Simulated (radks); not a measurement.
The tellurium anion Te2-, [Xe], held by a Watson sphere: a shell of charge +2 at radius R that stands for the Madelung well of a crystal (potential energy -2/R inside, -2/r outside, in hartree with lengths in bohr). All-electron calculation, scalar-relativistic Kohn-Sham, LDA (Slater exchange, Perdew-Wang correlation), spin-unpolarised, spherical densities, point nucleus. Program: a radial shooting solver on a logarithmic mesh with Libxc functionals. Response by self-consistent Sternheimer equations with the Hartree and adiabatic LDA kernel, the relativistic mass of each level held fixed and spin-orbit coupling left out. The sphere does not respond.

R (bohr)  e(4d) (eV)  e(5s) (eV)  e(5p) (eV)  <r> 5p (bohr)  sum of <r^2> (bohr^2)  X-ray form factor at sin(theta)/lambda = 0.3 1/angstrom  alpha (bohr^3)
2.58         -40.790     -16.205      -7.301          2.647                  77.74                                                   35.917           44.51
3.64         -39.376     -14.123      -5.767          2.904                  88.96                                                   36.016           72.94
3.83         -39.185     -13.827      -5.499          2.944                  90.85                                                   36.026           79.68
4.02         -39.000     -13.550      -5.241          2.982                  92.69                                                   36.034           86.95
4.14         -38.886     -13.385      -5.082          3.005                  93.84                                                   36.039           91.82
4.93         -38.190     -12.446      -4.137          3.140                  101.0                                                   36.053           130.0
5.19         -37.981     -12.185      -3.864          3.179                  103.3                                                   36.055           145.2
